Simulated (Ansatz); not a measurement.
# Pulling the pair apart

The pair of HBr (SMILES Br, atoms 1–2) and F₂ (SMILES FF, atoms 3–4), both closed shells, in one local arrangement (a lower one may exist), relaxed at PBE0-D4/def2-TZVP:

Br1  (-0.351, 0.013, -2.345)
H2  (0.077, -0.061, -0.993)
F3  (-0.448, 0.217, 1.975)
F4  (0.722, -0.169, 1.364)
(Å)

F₂ is shifted rigidly along the line between the mean atom positions of the two fragments (negative: closer). Counterpoise interaction energies in kJ/mol. Ansatz 0.2.0; basis: def2-TZVPPD; cores frozen in the correlated methods. Filled d shells of the heavier atoms are correlated. The def2 sets are not built for correlating such inner shells, so the correlated values are less sure here. B3LYP uses VWN-RPA correlation.

```tsv
shift (Å)	PBE0-D4	r2SCAN-D4	B3LYP-D4
-0.39	-0.2	-0.9	0.2
-0.19	-1.9	-2.2	-1.6
0.00	-2.4	-2.4	-2.0
0.19	-2.3	-2.1	-1.8
0.46	-1.8	-1.6	-1.4
0.97	-1.0	-0.8	-0.7
1.93	-0.3	-0.3	-0.2
3.87	0.0	0.0	0.0
```

Task: What does CCSD(T) give at these shifts? (Judge from chemistry; the value comes from the calculation.)

Result: The calculation gives: 1.2, -1.1, -1.8, -1.9, -1.6, -0.9, -0.3, 0.0 kJ/mol. For zero shift, CCSD(T) at an estimated basis limit (MP2 extrapolated from triple and quadruple zeta, plus CCSD(T) − MP2 in triple zeta) gives -2.3 kJ/mol. These are counterpoise interaction energies, counted from the two frozen fragments.

No T1 diagnostic of these runs exceeds 0.010. The restricted Hartree–Fock reference is unstable towards an unrestricted one here.

For scale, one of the runs: CCSD(T)/def2-TZVPPD, 154 basis functions, launched by `ansatz run in.yaml --threads 2 --pin off --events-out ev --progress --plain --max-ram 5222MiB`. Hardware: 2 CPU threads of an Arm Neoverse V2, shared host. Wall time 39 s; peak host memory 1.1 GiB.
